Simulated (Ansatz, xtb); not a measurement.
Ranking isomers of C4H4N2O

4 gas-phase structures of C4H4N2O, from a drawn sample of its isomers (lower ones may exist). Each was relaxed with GFN2-xTB; where two conformers were screened, the lower at r2SCAN-D4/def2-SVP is listed:

A. `O/C=C1/C=NC=N1`, a singlet
B. `O=Cc1c[nH]cn1`, a singlet
C. `O=Cc1cnc[nH]1`, a singlet
D. `O/C=C1\C=NC=N1`, a singlet

**Question.** Estimate their order in r2SCAN-D4/def2-SVP energy at these geometries, lowest first.

**Answer.** Calculated order at r2SCAN-D4/def2-SVP: C (0.0), B (2.5), A (18.3), D (26.7) kcal/mol.

Energies above the lowest of each column, in kcal/mol; the last columns are at B3LYP/def2-SVP geometries and were run for some of them only (a dash: not run or not comparable):

| structure | GFN2-xTB | HF/STO-3G | r2SCAN-D4/def2-SVP | B3LYP/def2-SVP | CCSD(T)/def2-SVP + ΔMP2/def2-TZVPP |
| --- | --- | --- | --- | --- | --- |
| C | 0.0 | 0.8 | 0.0 | 0.0 | 0.0 |
| B | 2.1 | 0.0 | 2.5 | 2.0 | 1.6 |
| A | 16.9 | 16.2 | 18.3 | 18.5 | 16.0 |
| D | 23.6 | 22.6 | 26.7 | – | – |

CCSD(T)/def2-SVP + ΔMP2/def2-TZVPP puts C lowest of those it was run on; HF/STO-3G picks B. Flexible structures stand in one conformer each, not always the lowest. Frequencies (GFN2-xTB) were run for A, B, C alone. The ΔMP2 step shifts differences by up to 3.6 kcal/mol, which makes them less sure. ΔMP2 is the change of the MP2 energy from the smaller to the larger basis.

Over these structures GFN2-xTB departs from r2SCAN-D4/def2-SVP by 1.0 kcal/mol on average once a common shift is removed. A GFN2-xTB relaxation took about 0.18 s and the r2SCAN-D4/def2-SVP energy about 4.7 s on a shared host (Ansatz 0.2.0, xtb 6.7.1).
